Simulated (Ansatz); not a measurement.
Basis-set extrapolation for C2H8AlNO (PBE0-D4/def2-TZVP geometry, frozen core, the Gaussian-basis code of Ansatz). Multiplicity 1, RHF reference.

```
                      def2-TZVPP   def2-QZVPP
                 HF  -451.679771  -451.696942
    MP2 correlation    -0.884460    -0.946839
CCSD(T) correlation    -0.964535      not run
```

Energies in hartree. Use E(X) = E(∞) + A·exp(−7.88·√X) for Hartree–Fock and E(X) = E(∞) + B·X^(−2.97) for correlation, with X = 3 and 4, and add CCSD(T) minus MP2 of the smaller set to the MP2 limit.

What is the CCSD(T) energy at the basis-set limit?

HF limit: -451.696942 + (-0.017171) × 0.13774 = -451.69931. MP2 limit: -0.946839 + (-0.062379) × 0.74074 = -0.99305. Higher-order term: -0.964535 − (-0.884460) = -0.08008. Total: -452.77244 hartree, 336.4 kJ/mol below CCSD(T)/def2-TZVPP.
